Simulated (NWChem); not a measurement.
# BPH4; SMILES PB

```xyz
6

B      0.0029     1.3062     0.0000
H     -0.0684     1.8983    -1.0489
H     -0.0684     1.8983     1.0489
P     -0.0549    -0.5487     0.0000
H      0.7410    -0.9705    -1.0942
H      0.7410    -0.9705     1.0942
```
Atoms are numbered in this order, from 1.

The geometry was optimised at PBE0/def2-SVP.

 Unshifted, non-relativistic core excitations; the lowest 4 roots alone, so stronger bands may lie above.

### Question
List the first P K-edge excitations from BHandHLYP/def2-TZVP, restricted-window TDA (NWChem).

### Answer
| state | energy (eV) | dipole oscillator strength | leading excitation (squared amplitude) |
|---|---|---|---|
| S1 | 2121.9 | 0.0012 | 1s of atom 4 or its equivalents → LUMO (0.93) |
| S2 | 2122.9 | 0.0058 | 1s of atom 4 or its equivalents → LUMO+2 (0.93) |
| S3 | 2123.9 | 0.0039 | 1s of atom 4 or its equivalents → LUMO+1 (0.75) |
| S4 | 2125.0 | 0.0008 | 1s of atom 4 or its equivalents → LUMO+3 (0.56) |
